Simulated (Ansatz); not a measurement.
Basis sets compared for InH2Et (C2H7In). The state is a singlet with charge 0. Geometry PBE-D4/def2-SVP. Ansatz on 2 threads of Arm Neoverse V2 on a shared host; times are rough, and most runs start from earlier orbitals.

```xyz
10

In   -1.2461    1.1179    0.6893
H    -2.7708    1.2536   -0.1719
H    -1.2030    1.5329    2.3951
C     0.5557    0.3766   -0.3399
C     0.6502   -1.1560   -0.3362
H     1.4388    0.8277    0.1579
H     0.5304    0.7662   -1.3789
H     1.5626   -1.5118   -0.8644
H     0.6975   -1.5736    0.6918
H    -0.2152   -1.6336   -0.8427
```

In the def2 sets In takes a core potential, while STO-3G treats all electrons; there is no spin–orbit coupling.

STO-3G and 6-31G are all-electron sets without relativity, so their totals don't compare with the def2 sets.

Binding counts from free atoms (In doublet, H doublet, C triplet) in the same basis, without a counterpoise term.

```csv
level,functions,energy (Eh),HOMO (eV),LUMO (eV),binding per atom (eV),wall time
HF/STO-3G,44,-5761.7402,-7.49,5.87,3.54,0.3 s
PBE-D4/def2-SVP,89,-270.3321,-5.89,-2.29,3.34,0.9 s
PBE0-D4/def2-SVP,89,-270.3531,-7.02,-1.56,3.32,1.1 s
```

**Question.** Estimate the rows for HF/def2-TZVP, PBE-D4/def2-TZVP, PBE0-D4/def2-TZVP (with forces).

**Answer.** 
```
                          level  functions  energy (Eh)  HOMO (eV)  LUMO (eV)  binding per atom (eV)  wall time
                   HF/def2-TZVP        154    -269.0059      -9.63       0.72                   2.48      0.8 s
               PBE-D4/def2-TZVP        154    -270.4303      -5.94      -2.34                   3.33      1.6 s
PBE0-D4/def2-TZVP (with forces)        154    -270.4469      -7.04      -1.61                   3.31        3 s
```
